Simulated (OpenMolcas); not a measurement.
Ne³⁺: CASPT2 settings compared

```
Program             : OpenMolcas
Basis               : ANO-L-VDZP [3s2p1d]
Scalar Hamiltonian  : non-relativistic, point nucleus
Active space        : 5 electrons in 8 orbitals (2s 2p 3s 3p)
State averaging     : 2S+1 = 4 odd, 1 root; 2S+1 = 2 odd, 8 roots; 2S+1 = 4 even, 3 roots; 2S+1 = 2 even, 5 roots (0 in the spin-orbit step)
Spin-orbit coupling : RASSI with atomic mean-field integrals over the reference wave functions, term energies averaged over their components
```

Methods on the same reference wave functions:
A. CASSCF
B. SS-CASPT2, IPEA 0.5 Eh, no level shift (closed shells correlated: 1s)
C. SS-CASPT2, IPEA 0.3 Eh, no level shift (closed shells correlated: 1s)
D. XMS-CASPT2, IPEA 0.4 Eh, sigma2 regulariser 0.3 Eh (closed shells correlated: 1s)

Energies in cm⁻¹ above 2s² 2p³ ⁴S°_3/2, the measured ground level; measured values from Moore, Atomic Energy Levels, vol. I, NSRDS-NBS 35 (1971 reprint of NBS Circular 467, 1949).

```csv
Level,A,B,C,D,Measured
2s² 2p³ ⁴S°_3/2,0.0,0.0,0.0,0.0,0.0
2s² 2p³ ²D°_3/2,45539,44150,44160,44120,
2s² 2p³ ²D°_5/2,45590,44190,44200,44170,
2s² 2p³ ²P°_1/2,62491,65050,65120,65090,
2s² 2p³ ²P°_3/2,62540,65100,65160,65130,
2s 2p⁴ ⁴P_5/2,185416,186450,186520,185820,183860
2s 2p⁴ ⁴P_3/2,185971,187000,187080,186380,184477
2s 2p⁴ ⁴P_1/2,186304,187340,187410,186710,184799
```

Deviations, from unrounded energies. A percentage is the sum of absolute deviations over the sum of measured energies, with the sign that they share, or ± where signs differ.

```tsv
Against measurement	Levels	A	B	C	D
mean absolute deviation (cm-1)	3	1500	2600	2600	1900
other configurations (%)	3	+0.8	+1.4	+1.4	+1.0
```

A lies closest to measurement on these levels and C furthest from it. The largest miss of A in the table is 2s 2p⁴ ⁴P_5/2, by +1600 cm-1. The ranking rests on the paired levels alone, and a cruder setting can come out closer through cancelling errors.

Among B to D the level of the table that moves most is 2s 2p⁴ ⁴P_3/2, by 700 cm-1 (lowest in D, highest in C). Moves below CASPT2's spread within the term are not significant.

From A to B the spin-free energies of the other terms of 2s² 2p³ shown, above ⁴S°, scale by factors of 0.97 to 1.04.

The lowest spin-free term lies below A's lowest term by 0.061 hartree in B, 0.061 hartree in C, 0.061 hartree in D.

CASPT2 breaks the degeneracy within a term, and the mean is taken; among the terms shown or strongly mixed into the levels shown the widest spread is 420 cm-1 (2s² 2p³ ²D°, D). Active for correlation alone: 3p 3s; no level in the range computed is led by a configuration that fills them, so any true level of that kind is missing. The basis is small and was not contracted for so high a charge. Computed and measured levels are paired by configuration, term and J; levels that our copy of the source lacks, or whose pairing is in doubt (as where it misses far off the trend of its configuration), stay unpaired and out of the deviations. Levels of configurations outside the active space are missing.

° marks odd parity.
